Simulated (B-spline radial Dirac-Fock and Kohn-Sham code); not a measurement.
# Kohn-Sham estimates against Dirac-Fock for the levels of Pr⁴⁶⁺

System: Pr⁴⁶⁺, [Ne] 3s2 3p1.

The density-functional columns are spherical, spin-unpolarised Dirac-Kohn-Sham results without Breit or QED terms: −ε is minus the orbital energy of the initial state and ΔSCF the difference of two total energies. The reference in the last column comes from Dirac-Fock ΔSCF + Breit + QED. All numbers are from an atomic code on a B-spline grid, in eV; a selection of levels is shown. For the 1s level of heavy atoms much of the gap between ΔSCF and the reference is the Breit and QED part, -163.9 eV here; for other levels the error of the functional can be larger.

```tsv
level	LDA −ε	LDA ΔSCF	Dirac-Fock
K	44883.5	45343.9	45188.1
L1	9691.8	9804.9	9845.4
L2	9370.7	9506.3	9482.3
L3	8873.1	8999.8	8989.2
M1	3904.5	3950.9	3939.4
M2,3	3704.2	3752.4	3748.7
```

Values without a named source are computed, but for edge energies of neutral atoms, which are taken from tables.
